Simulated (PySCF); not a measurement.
C3H5BF2, SMILES FB1CC[C@@H]1F. Geometry optimised at PBE0-D3(BJ)/def2-SVP. The structure was generated by enumeration; whether it is a known compound was not checked.

Problem. Give the equilibrium geometry at PBE0-D3(BJ)/def2-SVP (PySCF confirms it by a frequency run) as a Z-matrix. (An estimate is asked for; the answer gives what the named calculation found.)

Solution. 
```
C
H 1 1.1006
H 1 1.1012 2 108.57
C 1 1.5544 2 116.31 3 123.89
F 4 1.3650 1 117.93 2 -90.81
H 4 1.1058 5 109.41 1 -124.75
C 1 1.5575 2 117.17 3 -127.05
H 7 1.0986 1 117.68 2 95.05
H 7 1.1009 8 108.82 1 128.07
B 7 1.5743 8 119.78 9 134.06
F 10 1.3162 7 132.63 8 -21.50
```
